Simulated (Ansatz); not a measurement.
All numbers were calculated with Ansatz.

Basis-set series for CH5BrO2Si, SMILES `C[Si](O)(O)Br`. Total charge 0; spin multiplicity 1. The structure was optimised at the PBE0-D4/def2-TZVP level. It is one conformer, not always the lowest.

| functional | basis | functions | energy (Eh) | HOMO (eV) | LUMO (eV) |
| --- | --- | --- | --- | --- | --- |
| PBE0-D4 | def2-SVP | 117 | -3054.20260 | -8.25 | 1.21 |
| PBE0-D4 | def2-TZVPP | 253 | -3054.86572 | -8.41 | 0.59 |
| ωB97M-V | def2-SVP | 117 | -3054.59201 | -10.47 | 2.88 |
| ωB97M-V | def2-TZVPP | 253 | -3055.26042 | -10.65 | 2.05 |

(1) Give the rows for def2-QZVPP. (Best estimate.)

Results:

(1) The calculation gave: 
| functional | basis | functions | energy (Eh) | HOMO (eV) | LUMO (eV) |
| --- | --- | --- | --- | --- | --- |
| PBE0-D4 | def2-QZVPP | 480 | -3054.93982 | -8.43 | 0.17 |
| ωB97M-V | def2-QZVPP | 480 | -3055.33140 | -10.68 | 1.38 |

Positive LUMOs are unbound and depend on the basis. Scalar relativity is left out up to krypton.
